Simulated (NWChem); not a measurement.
All runs are NWChem calculations. System: CHNO, charge 0, spin multiplicity 1, displaced from the optimised geometry. Level: MP2/cc-pVDZ, 3 core orbitals frozen, spin-restricted.

The NWChem input:

```
start mol
memory heap 200 mb stack 900 mb global 1100 mb
geometry units angstroms nocenter noautoz noautosym
  N      1.160035    -0.073177     0.000000
  C     -0.046793     0.019492     0.000000
  O     -1.501342    -0.047494     0.000000
  H      1.843969     0.668062     0.000000
end
basis spherical
  * library cc-pvdz
end
scf
  rhf
  nopen 0
  maxiter 100
  thresh 1e-7
  semidirect memsize 60000000 filesize 0
end
mp2
  freeze core 3
end
task mp2 energy
```

Output (cleaned and shortened):

```
             Northwest Computational Chemistry Package (NWChem) 7.3.0
             --------------------------------------------------------

                                NWChem Input Module
                                -------------------

 Scaling coordinates for geometry "geometry" by  1.889725989
 (inverse scale =  0.529177249)

                             Geometry "geometry" -> ""
                             -------------------------

 Output coordinates in angstroms (scale by  1.889725989 to convert to a.u.)

  No.       Tag          Charge          X              Y              Z
 ---- ---------------- ---------- -------------- -------------- --------------
    1 N                    7.0000     1.16003500    -0.07317700     0.00000000
    2 C                    6.0000    -0.04679300     0.01949200     0.00000000
    3 O                    8.0000    -1.50134200    -0.04749400     0.00000000
    4 H                    1.0000     1.84396900     0.66806200     0.00000000

 Effective nuclear repulsion energy (a.u.)      53.4396423991

            Nuclear Dipole moment (a.u.)
            ----------------------------
        X                 Y               Z
 ---------------- ---------------- ----------------
    -4.3979214987    -0.2025351623     0.0000000000


 Summary of "ao basis" -> "" (spherical)
 ------------------------------------------------------------------------------
       Tag                 Description            Shells   Functions and Types
 ---------------- ------------------------------  ------  ---------------------
 *                          cc-pvdz                   on all atoms

 Summary of "ao basis" -> "ao basis" (spherical)
 ------------------------------------------------------------------------------
       Tag                 Description            Shells   Functions and Types
 ---------------- ------------------------------  ------  ---------------------
 N                          cc-pvdz                  6       14   3s2p1d
 C                          cc-pvdz                  6       14   3s2p1d
 O                          cc-pvdz                  6       14   3s2p1d
 H                          cc-pvdz                  3        5   2s1p

                                 NWChem SCF Module
                                 -----------------

  ao basis        = "ao basis"
  functions       =    47
  atoms           =     4
  closed shells   =    11
  open shells     =     0
  charge          =   0.00
  wavefunction    = RHF
  use symmetry    = F
  symmetry adapt  = F

 Summary of "ao basis" -> "ao basis" (spherical)
 ------------------------------------------------------------------------------
       Tag                 Description            Shells   Functions and Types
 ---------------- ------------------------------  ------  ---------------------
 N                          cc-pvdz                  6       14   3s2p1d
 C                          cc-pvdz                  6       14   3s2p1d
 O                          cc-pvdz                  6       14   3s2p1d
 H                          cc-pvdz                  3        5   2s1p

 Forming initial guess at       0.0s

      Superposition of Atomic Density Guess
      -------------------------------------

 Sum of atomic energies:        -167.22911935

      Non-variational initial energy
      ------------------------------

 Total energy =    -167.864174
 1-e energy   =    -333.656063
 2-e energy   =     112.352247
 HOMO         =      -0.375419
 LUMO         =       0.029298

 Starting SCF solution at       0.3s

 ----------------------------------------------
         Quadratically convergent ROHF

 Convergence threshold     :          1.000E-07
 Maximum no. of iterations :          100
 Final Fock-matrix accuracy:          1.000E-09
 ----------------------------------------------

              iter       energy          gnorm     gmax       time
             ----- ------------------- --------- --------- --------
                 1     -167.5623547258  1.34D+00  4.30D-01      0.3
                 2     -167.6628780823  3.64D-01  1.05D-01      0.3
                 3     -167.6739469752  1.40D-01  4.83D-02      0.4
                 4     -167.6763288236  1.33D-02  4.26D-03      0.4
                 5     -167.6763684571  8.06D-05  2.34D-05      0.4
                 6     -167.6763684580  9.17D-09  4.40D-09      0.5

       Final RHF  results
       ------------------

         Total SCF energy =   -167.676368458010
      One-electron energy =   -334.450464866664
      Two-electron energy =    113.334454009521
 Nuclear repulsion energy =     53.439642399133

        Time for solution =      0.1s

             Final eigenvalues
             -----------------

              1
    1  -20.6002
    2  -15.6499
    3  -11.4530
    4   -1.3248
    5   -1.2655
    6   -0.8546
    7   -0.6431
    8   -0.5925
    9   -0.5874
   10   -0.4638
   11   -0.4558
   12    0.1039
   13    0.1592
   14    0.1661
   15    0.2687
   16    0.5256
   17    0.6472
   18    0.6527
   19    0.6826
   20    0.7791
   21    0.8260

                       ROHF Final Molecular Orbital Analysis
                       -------------------------------------

 Vector    9  Occ=2.000000D+00  E=-5.874260D-01
              MO Center=  1.5D-01, -2.9D-02,  2.7D-15, r^2= 1.7D+00
   Bfn.  Coefficient  Atom+Function         Bfn.  Coefficient  Atom+Function
  ----- ------------  ---------------      ----- ------------  ---------------
     6      0.385331  1 N  pz                20      0.358611  2 C  pz
    34      0.288921  3 O  pz                 9      0.257302  1 N  pz
    37      0.194047  3 O  pz                23      0.182323  2 C  pz

 Vector   10  Occ=2.000000D+00  E=-4.637938D-01
              MO Center= -8.5D-01, -8.6D-02,  1.1D-16, r^2= 1.9D+00
   Bfn.  Coefficient  Atom+Function         Bfn.  Coefficient  Atom+Function
  ----- ------------  ---------------      ----- ------------  ---------------
    33      0.548426  3 O  py                36      0.418785  3 O  py
     5     -0.249666  1 N  py                 8     -0.215521  1 N  py

 Vector   11  Occ=2.000000D+00  E=-4.558220D-01
              MO Center= -7.1D-01, -4.7D-02, -4.2D-16, r^2= 2.0D+00
   Bfn.  Coefficient  Atom+Function         Bfn.  Coefficient  Atom+Function
  ----- ------------  ---------------      ----- ------------  ---------------
    34      0.539054  3 O  pz                37      0.413490  3 O  pz
     6     -0.312194  1 N  pz                 9     -0.269515  1 N  pz

 Vector   12  Occ=0.000000D+00  E= 1.039352D-01
              MO Center=  5.5D-01,  2.0D-01,  3.3D-17, r^2= 2.7D+00
   Bfn.  Coefficient  Atom+Function         Bfn.  Coefficient  Atom+Function
  ----- ------------  ---------------      ----- ------------  ---------------
    44      0.746822  4 H  s                 22     -0.541636  2 C  py
    19     -0.482942  2 C  py                 7     -0.420664  1 N  px
    17     -0.377095  2 C  s                 21     -0.290222  2 C  px
     3     -0.277908  1 N  s                 36      0.266157  3 O  py
    43      0.247735  4 H  s                 33      0.237243  3 O  py

 Vector   13  Occ=0.000000D+00  E= 1.591986D-01
              MO Center=  1.2D+00,  7.5D-01,  3.4D-15, r^2= 3.6D+00
   Bfn.  Coefficient  Atom+Function         Bfn.  Coefficient  Atom+Function
  ----- ------------  ---------------      ----- ------------  ---------------
    44      1.352095  4 H  s                  3     -0.846304  1 N  s
     8     -0.521991  1 N  py                17      0.449214  2 C  s
    22      0.310258  2 C  py                35     -0.266971  3 O  px
    31     -0.250422  3 O  s                  5     -0.223642  1 N  py
     7     -0.212281  1 N  px                32     -0.182902  3 O  px

 Vector   14  Occ=0.000000D+00  E= 1.660734D-01
              MO Center=  1.8D-01,  5.8D-03, -3.0D-15, r^2= 1.8D+00
   Bfn.  Coefficient  Atom+Function         Bfn.  Coefficient  Atom+Function
  ----- ------------  ---------------      ----- ------------  ---------------
    23      0.719691  2 C  pz                 9     -0.568739  1 N  pz
    20      0.515314  2 C  pz                 6     -0.343774  1 N  pz
    37     -0.285434  3 O  pz                34     -0.238084  3 O  pz

 center of mass
 --------------
 x =  -0.28442675 y =  -0.03854395 z =   0.00000000

 moments of inertia (a.u.)
 ------------------
           1.955269178438          -3.750963840047           0.000000000000
          -3.750963840047         204.891577531753           0.000000000000
           0.000000000000           0.000000000000         206.846846710191

  Mulliken analysis of the total density
  --------------------------------------

    Atom       Charge   Shell Charges
 -----------   ------   -------------------------------------------------------
    1 N    7     7.24   2.00  0.75  0.68  2.35  1.42  0.03
    2 C    6     5.53   2.00  0.76  0.44  1.63  0.53  0.16
    3 O    8     8.44   2.00  0.89  1.00  2.60  1.94  0.01
    4 H    1     0.79   0.66  0.07  0.06

       Multipole analysis of the density wrt the origin
       ------------------------------------------------

     L   x y z        total         open         nuclear
     -   - - -        -----         ----         -------
     0   0 0 0     -0.000000      0.000000     22.000000

     1   1 0 0      1.524214      0.000000     -4.397921
     1   0 1 0      0.629259      0.000000     -0.202535
     1   0 0 1      0.000000      0.000000      0.000000

     2   2 0 0    -13.319442      0.000000    110.222150
     2   1 1 0      2.024667      0.000000      4.294690
     2   1 0 1      0.000000      0.000000      0.000000
     2   0 2 0    -11.775049      0.000000      1.800231
     2   0 1 1     -0.000000      0.000000      0.000000
     2   0 0 2    -12.614266      0.000000      0.000000

                   NWChem MP2 Semi-direct Energy/Gradient Module
                   ---------------------------------------------

  Basis functions       =     47
  Molecular orbitals    =     47
  Frozen core           =      3
  Frozen virtuals       =      0
  Active alpha occupied =      8
  Active beta occupied  =      8
  Active alpha virtual  =     36
  Active beta virtual   =     36
  Use MO symmetry       = F
  Use skeleton AO sym   = F

  AO/Fock/Back tols     =   1.0D-09  1.0D-09  1.0D-09

 GA uses MA = F    GA memory limited = T

 Available:
  local mem=  1.26D+08
 global mem=  1.44D+08
 local disk=  0.00D+00
  mp2_memr nvloc                    36
  nvloc new                    36
   1 passes of   8:        3145728                      11850                   1108380.
   1 passes of   8: M    126154206           G      144174782           F     123008478.

 Semi-direct pass number   1 of   1  for RHF alpha+beta  at        0.5s
  vrange nnbf                  1128
  mp2_eaftype                    10  avail_ma_in_mb                  1099
 EAF : mp2_eaftype filesize          10     554190.
  mp2_eaf for mointskh                     10
Node 0 wrote      2.6 Mb in      0.0 s     Agg I/O rate:  1701.8 Mb/s
 Done moints_semi at        1.0s
  mp2_eaftype                    10  avail_ma_in_mb                  1089
 EAF : mp2_eaftype filesize          10     554190.
  mp2_eaf for kh                    10
 Done maket at        1.0s
 Done multipass loop at        1.0s

          -------------------------------------------
          SCF energy                -167.676368458010
          Correlation energy          -0.488472899260
          Singlet pairs               -0.288497475103
          Triplet pairs               -0.199975424157
          Total MP2 energy          -168.164841357270
          -------------------------------------------

          ---------------------------------------------------
                    Spin Component Scaled (SCS) MP2
          Same spin pairs                     -0.133316949438
          Same spin scaling factor             0.333333333333
          Opposite spin pairs                 -0.355155949822
          Opposite spin scaling fact.          1.200000000000
          SCS-MP2 correlation energy          -0.470626122933
          Total SCS-MP2 energy              -168.146994580943
          ---------------------------------------------------

 -----------------------
 Performance information
 -----------------------

 Timer overhead =  1.56D-07 seconds/call

               Nr. of calls         CPU time (s)                 Wall time (s)                GFlops
             ---------------    -------------------     ------------------------------   -------------------
Name         Min   Avg   Max    Min     Avg     Max     Min     Avg     Max   Mx/calls   Min     Max     Sum
mp2: moin     1     1     1   0.52    0.52    0.52     0.52    0.52    0.52    0.52      0.0     0.0     0.0
mp2: make     1     1     1   1.92E-2 1.92E-2 1.92E-2  1.92E-2 1.92E-2 1.92E-2 1.92E-2   0.0     0.0     0.0
mp2: tota     1     1     1   0.55    0.55    0.55     0.55    0.55    0.55    0.55      0.0     0.0     0.0

 The average no. of pstat calls per process was 3.00D+00
 with a timing overhead of 4.68D-07s

 Task  times  cpu:        1.0s     wall:        1.0s

 Total times  cpu:        1.0s     wall:        1.0s
```
